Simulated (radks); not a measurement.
Values are calculated unless marked as measured or tabulated.
All-electron atom: Sc in [Ar] 3d1 4s1.5 4p0.5 (fractional occupations, a model configuration). Level of theory: scalar-relativistic Kohn-Sham, BLYP, spin-polarised, spherical densities, point nucleus; open shells are filled with parallel spins first (a radial shooting solver on a logarithmic mesh with Libxc functionals).

Normalised radial functions P(r) = r R(r), r in bohr:

r,3p up,4p down
0.008611,0.0072,0.0015
0.01139,0.0121,0.0025
0.0152,0.0205,0.0042
0.02011,0.0339,0.0070
0.02682,0.0560,0.0115
0.03548,0.0892,0.0183
0.04733,0.1399,0.0287
0.06312,0.2110,0.0433
0.08352,0.2991,0.0613
0.1114,0.3990,0.0816
0.1474,0.4802,0.0979
0.1966,0.5021,0.1014
0.2601,0.4088,0.0806
0.3469,0.1555,0.0263
0.459,-0.2256,-0.0535
0.6122,-0.6508,-0.1371
0.81,-0.9389,-0.1790
1.08,-0.9730,-0.1424
1.429,-0.7644,-0.0235
1.907,-0.4509,0.1507
2.523,-0.2001,0.3172
3.365,-0.0601,0.4305
4.452,-0.0119,0.4522
5.938,-0.0012,0.3825
7.856,-0.0001,0.2594
10.48,0.0000,0.1331
13.86,0.0000,0.0508
18.49,0.0000,0.0127

3p up: eigenvalue -34.320 eV, 1 radial node at r = 0.392 bohr, <r> = 1.17 bohr, 90 % of the charge inside 1.81 bohr. 4p down (empty): eigenvalue -1.311 eV, 2 radial nodes at r = 0.383, 1.49 bohr, <r> = 5.32 bohr, 90 % of the charge inside 8.36 bohr.
